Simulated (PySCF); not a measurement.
Magnetic shielding above rings: a mixed set.

Probes without a nucleus sit at each ring's centroid and 1 Å off its mean plane on both sides; NICS is minus the shielding there, NICSzz its component along the normal. Level: GIAO PBE0/pcSseg-1 (PySCF, non-relativistic, gas phase) on the GFN2-xTB geometries, one conformer each. Atom numbers follow the mapped SMILES.

Task: Order these rings by mean NICS(1)zz, lowest (most negative) first (ppm).
A. ring C3–C4–C5–C6–P11–C12 in `[CH3:1][S:2][c:3]1[cH:4][cH:5][c:6]([C:7]([F:8])([F:9])[F:10])[p:11][cH:12]1`
B. ring C3–C4–C5–O6–C7–C8 in `[N:1]#[C:2][CH:3]1[CH2:4][CH2:5][O:6][CH2:7][CH2:8]1`
C. ring C4–N5–C6–C7–O8 in `[CH3:1][CH2:2][CH2:3][c:4]1[n:5][cH:6][cH:7][o:8]1`
D. ring C5–C6–C7–C8–C9 in `[F:1][C:2]([F:3])([F:4])[C@@H:5]1[CH+:6][CH:7]=[CH:8][CH2:9]1` (charge +1)
E. ring C4–P5–C6–C7–S8 in `[CH3:1][CH:2]([CH3:3])[c:4]1[p:5][cH:6][cH:7][s:8]1`
F. ring C3–C4–C5–C8–C9–O10 in `[CH3:1][O:2][C:3]1=[CH:4][C@@H:5]([O:6][CH3:7])[CH:8]=[CH:9][O:10]1`

Result: C (-27.1), E (-24.9), A (-22.9), D (-10.6), F (-1.1), B (2.1).

```csv
SMILES,ring,NICS(0),NICS(1),NICS(1)zz,HOMA,rms pucker (Å),ring atoms with four or more neighbours
CCCc1ncco1,5-membered ring with N and O; formal bonds all aromatic,-11.1,-10.2,-27.1,0.45,0.00,0
CC(C)c1pccs1,5-membered ring with P and S; formal bonds all aromatic,-11.2,-11.1,-24.9,0.73,0.00,0
CSc1ccc(C(F)(F)F)pc1,6-membered ring with P; formal bonds all aromatic,-6.8,-9.8,-22.9,0.93,0.00,0
FC(F)(F)[C@@H]1[CH+]C=CC1,"5-membered carbocycle; formal bonds 1 double, 4 single",1.3,-5.8,-10.6,–,0.00,2
COC1=C[C@@H](OC)C=CO1,"6-membered ring with O; formal bonds 2 double, 4 single",-1.5,-2.7,-1.1,–,0.05,1
N#CC1CCOCC1,6-membered ring with O; formal bonds all single,-2.3,-2.0,2.1,–,0.23,5
```

NICS(0) gives another order. The isotropic NICS(1) gives another order. HOMA uses Krygowski's 1993 parameters; it is left out where a ring has a four-coordinate atom, a triple bond, no multiple bond or a kind of bond without parameters. NICS(1) and NICS(1)zz are means over the two faces.
